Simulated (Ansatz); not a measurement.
Reaction (ligand exchange at the Hf–I bond): `[Cl][Hf]([Cl])([Cl])[I]` + `CCNC` → `CC[N](C)[Hf]([Cl])([Cl])[Cl]` + HI

Calculated with Ansatz (gas phase, PBE0-D4/def2-TZVP geometries, no zero-point term in ΔE). CBS: MP2 limit from def2 TZ/QZ plus the TZ coupled-cluster correction, frozen cores. Functionals use def2-TZVPP. HSE06 is defined as in plane-wave codes. def2 core potentials past Kr. For Hf, I outer-core shells are correlated without core-valence functions, which leaves a few kJ/mol of doubt a bond. Each species was taken in one conformer, which may not be the lowest.

```
         level  ΔE (kJ/mol)
   LDA (SPW92)         55.6
        B97M-V         59.8
       PBE0-D4         65.0
        B2PLYP         65.7
       r2SCAN0         70.7
         HSE06         72.5
   HF/def2-SVP         70.8
MP2/def2-QZVPP         64.3
```

Problem. What does CCSD(T)/CBS give? (An estimate is asked.)

Solution. Ansatz gave: +61.7 kJ/mol. The listed levels differ from it by -6.1, -1.9, 3.3, 4.0, 9.0, 10.8, 9.1, 2.6 kJ/mol.

Largest T1 diagnostic among the species: 0.013.

From r2SCAN to r2SCAN0 (25 % exact exchange), in def2-TZVPP and without D4, ΔE moves by +4.9 kJ/mol. In def2-TZVPP, CCSD(T) changes the Hartree–Fock value by −31.9 kJ/mol (the triples alone add −1.9 kJ/mol) and MP2 by −25.9 kJ/mol. The D4 term adds −11.5 kJ/mol with B3LYP and −7.2 kJ/mol with PBE0; it sums over pairs of atoms, weighted by their polarisabilities, and B3LYP, whose exchange is more repulsive, gets the larger term.

B3LYP here is the variant with VWN-RPA as its local correlation; programs differ in this.
